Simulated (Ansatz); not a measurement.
`C[N](C)[Sc]1234([N](C)C)[C@@H]5[C@H]1[C@H]2[C@@]3(C)[C@@H]54`: the same geometry under several functionals.

```yaml
crystal:
  periodic: [false, false, false]
  atoms:
    - {symbol: C, position_ang: [-2.599946, -1.444097, -0.079951]}
    - {symbol: N, position_ang: [-1.682981, -0.413188, 0.301847]}
    - {symbol: C, position_ang: [-2.157360, 0.354068, 1.423056]}
    - {symbol: Sc, position_ang: [0.173132, 0.191990, -0.114723]}
    - {symbol: N, position_ang: [0.304864, 2.157423, -0.522369]}
    - {symbol: C, position_ang: [1.456498, 2.969557, -0.817058]}
    - {symbol: C, position_ang: [-0.890639, 2.966553, -0.575665]}
    - {symbol: C, position_ang: [2.594933, -0.255132, 0.173529]}
    - {symbol: C, position_ang: [2.282019, -0.539095, -1.166581]}
    - {symbol: C, position_ang: [1.409101, -1.656063, -1.177310]}
    - {symbol: C, position_ang: [1.190053, -2.075175, 0.152654]}
    - {symbol: C, position_ang: [0.400291, -3.260406, 0.595686]}
    - {symbol: C, position_ang: [1.906334, -1.186146, 0.986286]}
    - {symbol: H, position_ang: [-2.206955, -2.017609, -0.923938]}
    - {symbol: H, position_ang: [-3.576277, -1.036863, -0.389974]}
    - {symbol: H, position_ang: [-2.800735, -2.155142, 0.739151]}
    - {symbol: H, position_ang: [-3.078051, 0.920485, 1.203936]}
    - {symbol: H, position_ang: [-1.412139, 1.106776, 1.736369]}
    - {symbol: H, position_ang: [-2.362224, -0.271426, 2.307493]}
    - {symbol: H, position_ang: [1.379688, 3.442408, -1.809980]}
    - {symbol: H, position_ang: [1.578944, 3.789395, -0.089970]}
    - {symbol: H, position_ang: [2.373669, 2.378199, -0.804041]}
    - {symbol: H, position_ang: [-0.874486, 3.781364, 0.167204]}
    - {symbol: H, position_ang: [-1.014695, 3.442226, -1.561936]}
    - {symbol: H, position_ang: [-1.786036, 2.366180, -0.393234]}
    - {symbol: H, position_ang: [3.228202, 0.546374, 0.526250]}
    - {symbol: H, position_ang: [2.634506, 0.001447, -2.033402]}
    - {symbol: H, position_ang: [0.996924, -2.130653, -2.058799]}
    - {symbol: H, position_ang: [-0.111804, -3.071747, 1.541034]}
    - {symbol: H, position_ang: [1.052998, -4.127194, 0.739497]}
    - {symbol: H, position_ang: [-0.354278, -3.537304, -0.141979]}
    - {symbol: H, position_ang: [1.946441, -1.237232, 2.066908]}
basis:
  gaussian: {orbitals: def2-TZVPP}
hamiltonian: {xc: {name: wB97M-V}}
output: {forces: true, orbitals: {seedname: orbitals}}
```

```sh
$ ansatz run in.yaml --threads 11 --pin off --events-out ev --progress --plain --max-ram 110592MiB --backend cuda --devices 0, --max-vram 75GiB
```

Shortened log:

```
Functional definition: wB97M-V
3722 factors; their error is unknown
942 factors; integrals over basis functions are off by at most 5.8e-6 eV
mean field evaluation 1: about -34339.6981 eV, gradient 9.4e1 eV
mean field evaluation 2: about -34336.6155 eV, gradient 1.1e2 eV
mean field evaluation 4: about -34359.6054 eV, gradient 4.9e0 eV
mean field evaluation 8: about -34359.6802 eV, gradient 1.5e-1 eV
mean field evaluation 16: about -34359.6677 eV, gradient 1.2e-3 eV
mean field -34359.66765980 eV, -1262.6944966785 hartree, gradient 4.8e-5 eV, S^2 0.000000; 0 other end points of the search recorded, 0 dependent functions left out
reference -34359.66774315 eV, -1262.6944997415 hartree; 57, 57 occupied and 645, 645 virtual orbitals, 3722 factors
Total energy: -34359.66774315 eV, -1262.6944997415 hartree
Atom 0 at    -2.599946    -1.444097    -0.079951 Å, force    -0.264697    -0.249319    -0.076052 eV/Å
Atom 1 at    -1.682981    -0.413188     0.301847 Å, force     0.220895     0.013022    -0.126689 eV/Å
Atom 2 at    -2.157360     0.354068     1.423056 Å, force    -0.168307     0.167486     0.273278 eV/Å
Atom 3 at     0.173132     0.191990    -0.114723 Å, force     0.036811    -0.013156     0.015434 eV/Å
Atom 4 at     0.304864     2.157423    -0.522369 Å, force     0.011540    -0.244211     0.055577 eV/Å
Atom 5 at     1.456498     2.969557    -0.817058 Å, force     0.258838     0.228497    -0.076245 eV/Å
Atom 6 at    -0.890639     2.966553    -0.575665 Å, force    -0.270143     0.226565    -0.025131 eV/Å
Atom 7 at     2.594933    -0.255132     0.173529 Å, force     0.090706     0.122369     0.004033 eV/Å
Atom 8 at     2.282019    -0.539095    -1.166581 Å, force     0.075177     0.093581    -0.088022 eV/Å
Atom 9 at     1.409101    -1.656063    -1.177310 Å, force    -0.078080    -0.106270    -0.104274 eV/Å
Atom 10 at     1.190053    -2.075175     0.152654 Å, force     0.109197     0.145828    -0.063689 eV/Å
Atom 11 at     0.400291    -3.260406     0.595686 Å, force    -0.129515    -0.246594     0.088743 eV/Å
Atom 12 at     1.906334    -1.186146     0.986286 Å, force    -0.022043    -0.047421     0.158502 eV/Å
Atom 13 at    -2.206955    -2.017609    -0.923938 Å, force    -0.024924     0.031359     0.052014 eV/Å
Atom 14 at    -3.576277    -1.036863    -0.389974 Å, force     0.079879    -0.030078     0.024828 eV/Å
Atom 15 at    -2.800735    -2.155142     0.739151 Å, force     0.020262     0.054946    -0.054326 eV/Å
Atom 16 at    -3.078051     0.920485     1.203936 Å, force     0.073589    -0.045052     0.010590 eV/Å
Atom 17 at    -1.412139     1.106776     1.736369 Å, force    -0.031336    -0.031911    -0.016530 eV/Å
Atom 18 at    -2.362224    -0.271426     2.307493 Å, force     0.018944     0.047114    -0.074949 eV/Å
Atom 19 at     1.379688     3.442408    -1.809980 Å, force     0.006164    -0.042101     0.076384 eV/Å
Atom 20 at     1.578944     3.789395    -0.089970 Å, force    -0.010723    -0.068298    -0.054484 eV/Å
Atom 21 at     2.373669     2.378199    -0.804041 Å, force    -0.048981     0.043043    -0.005244 eV/Å
Atom 22 at    -0.874486     3.781364     0.167204 Å, force     0.001934    -0.068079    -0.053018 eV/Å
Atom 23 at    -1.014695     3.442226    -1.561936 Å, force     0.009277    -0.041081     0.078106 eV/Å
Atom 24 at    -1.786036     2.366180    -0.393234 Å, force     0.047989     0.042671    -0.009837 eV/Å
Atom 25 at     3.228202     0.546374     0.526250 Å, force    -0.036994    -0.054680    -0.024048 eV/Å
Atom 26 at     2.634506     0.001447    -2.033402 Å, force    -0.018792    -0.035008     0.055928 eV/Å
Atom 27 at     0.996924    -2.130653    -2.058799 Å, force     0.030798     0.018720     0.055036 eV/Å
Atom 28 at    -0.111804    -3.071747     1.541034 Å, force     0.025644    -0.004232    -0.056717 eV/Å
Atom 29 at     1.052998    -4.127194     0.739497 Å, force    -0.055174     0.075075    -0.014069 eV/Å
Atom 30 at    -0.354278    -3.537304    -0.141979 Å, force     0.037700     0.023984     0.040665 eV/Å
Atom 31 at     1.946441    -1.237232     2.066908 Å, force     0.004363    -0.006771    -0.065792 eV/Å
Dipole moment:    -0.049045    -0.119005     0.105567 e Å
```

Run time 8.6 s (11 threads of an AMD EPYC 7R13 on a shared host and a whole NVIDIA H100 80 GB); peak host memory 1.7 GiB.

The same input with `hamiltonian: {xc: {name: r2SCANh}, dispersion: d4}` and no forces (abridged; 5.5 s):

```
Functional definition: r2SCANh
mean field evaluation 16: about -34357.6848 eV, gradient 4.4e-3 eV
mean field -34357.68479036 eV, -1262.6216275706 hartree, gradient 2.7e-5 eV, S^2 0.000000
Total energy: -34357.98904046 eV, -1262.6328085557 hartree
```

With the line `hamiltonian: {xc: lda}` and no forces (abridged; 4.2 s):

```
Functional definition: SPW92
mean field evaluation 16: about -34190.8338 eV, gradient 7.4e-2 eV
mean field -34190.83381413 eV, -1256.4899672896 hartree, gradient 1.7e-5 eV, S^2 0.000000
Total energy: -34190.83388481 eV, -1256.4899698871 hartree
```

The same input with `hamiltonian: {xc: {name: B2PLYP}}` and no forces (abridged; 6.5 s):

```
Functional definition: B2PLYP
mean field evaluation 16: about -34328.7721 eV, gradient 7.7e-4 eV
mean field -34328.77214854 eV, -1261.5591075815 hartree, gradient 4.4e-6 eV, S^2 0.000000
17 core orbitals not correlated: weight in the atoms' cores, before any rotation towards them, 1.000 or more for the frozen orbitals, at most 0.000 for the correlated occupied ones
second order -81.14024336 eV of doubles, -0.00000000 eV of singles
Total energy: -34350.68030710 eV, -1262.3642175584 hartree
```

The same input with `hamiltonian: {xc: {name: wB97X-V}}` and no forces (abridged; 7 s):

```
Functional definition: wB97X-V
mean field evaluation 16: about -34360.7028 eV, gradient 1.3e-3 eV
mean field -34360.70282941 eV, -1262.7325384601 hartree, gradient 8.9e-5 eV, S^2 0.000000
Total energy: -34360.70282600 eV, -1262.7325383344 hartree
```
